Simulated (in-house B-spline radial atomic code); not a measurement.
## PBE excitations of Kr IX (Kr8+)

Method: PBE. Computed with an all-electron radial atomic-structure program (B-spline basis): linear response of the closed shell [Ar] 3d10 with the functional's adiabatic kernel; scalar-relativistic (spin-free one-electron X2C), finite nucleus, no spin-orbit coupling, no double excitations, S, P, D and F terms only. Only terms of natural parity with L up to 3 were computed.

Command:
```bash
python run_td.py task.json out
```
Settings (radii: box in bohr, nucleus in fm):
```
Z                        36
electrons                28
configuration            [Ar] 3d10
hamiltonian              x2c
method                   pbe,pbe
box_radius               11.59
rms_radius               4.1884
intervals                69
```

Run time, properties included: 0.9 s on 1 thread of Intel(R) Xeon(R) Platinum 8259CL CPU @ 2.50GHz (Skylake/Cascade Lake), on a shared host.

The lowest states, in the order of their Tamm-Dancoff energies; the method's threshold (minus the highest occupied level) is 215.19 eV. Labels give the largest channel, * marks a mixed state, and oscillator strengths are full-response dipole values. Semilocal kernels can invert the small singlet-triplet splittings of Rydberg terms. Energies in eV:

| state | full response | Tamm-Dancoff | oscillator strength |
| --- | --- | --- | --- |
| 3d → 4s 3D | 79.58 | 79.59 | - |
| 3d → 4s 1D | 80.46 | 80.46 | - |
| 3d → 4p 3P | 98.60 | 98.62 | - |
| 3d → 4p 3F | ? | ? | - |
| 3d → 4p 1F | ? | ? | - |
| 3d → 4p 1P | 100.97 | 101.06 | 0.543 |
| 3d → 4d 3S | 127.41 | 127.45 | - |
| 3d → 4d 3D | 128.70 | 128.71 | - |
| 3d → 4d 1D | 129.75 | 129.77 | - |
| 3d → 4d 1S | 137.42 | 138.45 | - |
| 3d → 5s 3D | 147.17 | 147.18 | - |
| 3d → 5s 1D | 147.43 | 147.43 | - |
| 3d → 4f 3P | 154.09 | 154.09 | - |
| 3d → 4f 3F | 154.43 | 154.43 | - |
| 3d → 5p 3P | 154.67 | 154.67 | - |
| 3d → 4f 1F | 154.74 | 154.74 | - |

Q: Where does 3d → 4p 3F lie?

A: At 98.83 eV in full response, 98.85 eV in Tamm-Dancoff.

Q: Where does 3d → 4p 1F lie?

A: At 99.52 eV in full response, 99.52 eV in Tamm-Dancoff.

Q: How large is the singlet-triplet splitting of 3d → 4s (D terms) in Tamm-Dancoff?

A: 0.872 eV, from the unrounded values.

Q: What polarisabilities and dispersion coefficient does the method give?

A: Dipole 0.2134 bohr³, quadrupole 0.1455 bohr⁵, C6 0.2501 hartree·bohr⁶ for two such species.
